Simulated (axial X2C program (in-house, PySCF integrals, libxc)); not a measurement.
**Curves of TcNC⁺ from open-shell CI on d5 s0 p(π)0**

Calculated with an axial X2C code built on PySCF integrals: two-component X2C with atomic mean-field Coulomb and Gaunt terms, basis Tc dyall-v3z, N dyall-v3z, C dyall-v3z (cores contracted in-house). Orbitals come from Hartree–Fock averaged over the configuration Tc d5 s0 p(π)0; CI then distributes these electrons over the d, s, p(π) shells of Tc.

Scan along the Tc–N bond with NC moving as one mass, its bond held at 1.170 Å; masses Tc 98.907 u, N 14.003 u, C 12.000 u. Energies in cm⁻¹ from the lowest point; levels are followed by energy order within each Ω. Lowest level at 1.966 Å: 100% d5.

| R (Å) | (1)Ω=1/2 | (1)Ω=3/2 | (1)Ω=5/2 | (1)Ω=7/2 | (2)Ω=5/2 | (2)Ω=3/2 | (2)Ω=1/2 | (3)Ω=5/2 | (3)Ω=3/2 |
| --- | --- | --- | --- | --- | --- | --- | --- | --- | --- |
| 1.828 | 2876 | 2878 | 2882 | 17757 | 17997 | 18358 | 18788 | 19720 | 19798 |
| 1.897 | 880 | 881 | 883 | 16684 | 16914 | 17270 | 17698 | 18360 | 18435 |
| 1.966 | 0 | 1 | 2 | 16686 | 16896 | 17242 | 17662 | 18065 | 18139 |
| 2.045 | 47 | 47 | 46 | 17606 | 17774 | 18094 | 18492 | 18672 | 18750 |
| 2.123 | 903 | 902 | 901 | 19335 | 19469 | 19761 | 20116 | 20166 | 20251 |
| 2.212 | 2584 | 2583 | 2581 | 21896 | 21993 | 22242 | 22528 | 22517 | 22615 |
| 2.320 | 5289 | 5288 | 5286 | 25497 | 25552 | 25742 | 25953 | 25929 | 26048 |

Question: Fit the curves (1)Ω=1/2, (1)Ω=3/2, (1)Ω=5/2 near their minima.

Answer: From the open-shell CI curves, Te from the lowest:

```
   level  Te (cm⁻¹)  Re (Å)  ωe (cm⁻¹)
(1)Ω=1/2          0   2.001      508.3
(1)Ω=3/2          0   2.001      508.3
(1)Ω=5/2          0   2.001      508.3
```

Without dynamic correlation distances can be off by several hundredths of an Å (long for ionic bonds, short for multiple bonds) and the wavenumbers are rough.

The 9 lowest curves are shown; the next is (3)Ω=1/2, from 18293 cm⁻¹.

Dynamic correlation is missing, so gaps between terms are too wide and other configurations may lie lower; the lowest level listed is that of this model, not necessarily the ground state. For d shells the ligand-field splittings (σ, π, δ) and their order can be off by a thousand cm⁻¹ or more. At most 4 roots were kept for each Ω > 0 (twice that for Ω = 0) within 3.2 eV of the lowest, so higher up levels can be missing between those listed; levels with Ω > 0 are doubly degenerate and listed once, Ω = 0 levels singly. Some active spinors are only partly of the character that their shell is named for, so the shell names and counts are nominal. States that fill the shells left empty in the average are placed too high. The molecule was held linear; bending was not examined.
